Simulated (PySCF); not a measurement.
# Orbital picture of CuF

M06-2X at R = 1.770 Å; basis Cu def2-TZVPPD, F def2-TZVPPD; no relativity; PySCF 2.14. State: ¹Σ⁺ (singlet), closed shell. Only the outer orbitals are listed, counted within each symmetry.

```tsv
orbital	occ.	ε (eV)	on Cu (%)	main shells (%)
8σ	2	-12.62	41	58 F p, 38 Cu d
3π	2	-12.03	59	59 Cu d, 41 F p
3π	2	-12.03	59	59 Cu d, 41 F p
1δ	2	-11.15	100	100 Cu d
1δ	2	-11.15	100	100 Cu d
4π	2	-10.03	43	57 F p, 41 Cu d
4π	2	-10.03	43	57 F p, 41 Cu d
9σ	2	-9.54	67	56 Cu d, 32 F p, 10 Cu s
10σ	0	-2.46	108	89 Cu s, 16 Cu p
```

Task: Which are the highest filled and the lowest empty level, where do they sit, and how wide is the gap?

Result: Highest filled 9σ at -9.54 eV (in %: 56 Cu d, 32 F p, 10 Cu s); lowest empty 10σ at -2.46 eV (in %: 89 Cu s, 16 Cu p); the gap at M06-2X is 7.08 eV.

```json
{"bond order (Mayer)": "0.51", "⟨S²⟩": "0.000", "charge on Cu (Mulliken, basis-dependent)": "0.75", "charge on Cu (Löwdin, basis-dependent)": "0.57", "dipole moment (positive dipole means Cu(−)F(+))": "-5.67 D"}
```

Shares are Mulliken populations and can fall outside 0 to 100 %.
